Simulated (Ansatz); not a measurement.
Reaction (SMILES): BN (BH2-NH2) → [BH-]N (closed-shell singlet) + H+
B3LYP-D3(BJ)/def2-TZVP geometries, fixed; electronic energies without zero-point terms.
Largest species:
```xyz
6

B     -0.7766     0.0323    -0.0041
N      0.6098    -0.0254     0.0032
H     -1.3984    -0.9854    -0.0254
H     -1.3119     1.0982     0.0110
H      1.1972     0.7922     0.0209
H      1.1274    -0.8889    -0.0085
```
Charge 0, spin multiplicity 1.

Basis-set convergence of the deprotonation energy at r2SCAN with Ansatz (a first-principles code). Cartesian d functions, on some or all atoms, in 6-31G*; all else is spherical. The program fits the integrals of some runs and decomposes those of others, by size. The proton leaves the site shown, which need not be the most acidic. No added dispersion term, no relativity. Functions are those of the species that has most. Reference: the value in aug-pcseg-3, 428.09 kcal/mol, itself unsure by roughly 1.56 kcal/mol (its mean distance from aug-cc-pVQZ, def2-QZVPPD).

```csv
basis,functions,deprotonation energy (kcal/mol)
STO-3G,14,___
3-21G,26,___
6-31G,26,___
pcseg-0,26,___
6-31G*,38,461.65
cc-pVDZ,48,446.66
def2-TZVP,86,436.14
cc-pVQZ,230,436.87
pcseg-3,252,431.74
```

Problem. Fill in the missing entries.

Solution. 
- STO-3G, deprotonation energy (kcal/mol): 584.18
- 3-21G, deprotonation energy (kcal/mol): 459.45
- 6-31G, deprotonation energy (kcal/mol): 463.40
- pcseg-0, deprotonation energy (kcal/mol): 447.99
